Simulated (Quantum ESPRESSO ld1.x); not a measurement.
Results of a calculation; reference values are marked as such.
Problem. The mean radii <r> (bohr) of the occupied orbitals of an atom or ion are listed with their occupations. Level of theory: scalar-relativistic Kohn-Sham, LDA (Slater exchange, Perdew-Zunger correlation), spin-polarised, spherical densities, point nucleus (ld1.x of Quantum ESPRESSO 7.5).

orbital  occ.      <r>
1s down     1  0.01867
1s up       1  0.01867
2s up       1  0.07900
2s down     1  0.07900
2p up       3  0.07059
2p down     3  0.07059
3s up       1   0.2049
3s down     1   0.2047
3p up       3   0.2049
3p down     3   0.2046
3d up       5   0.1856
3d down     5   0.1853
4s up       1   0.4479
4s down     1   0.4485
4p up       3   0.4708
4p down     3   0.4717
4d up       5   0.4899
4d down     5   0.4912
4f up       7   0.4975

Name the element and its charge. Open shells, if any, are filled with parallel spins first.

Solution. Z = 73, tantalum, charge +20: Ta20+ in [Kr] 4d10 4f7. The 1s radius gives Z: for a bare nucleus <r> = (2 gamma + 1)/(2Z) with gamma = sqrt(1 - (Z/c)^2), 0.01844 bohr for Z = 73, and screening makes it slightly larger (0.01867 here). The occupations add up to 53, and the charge is Z minus that.
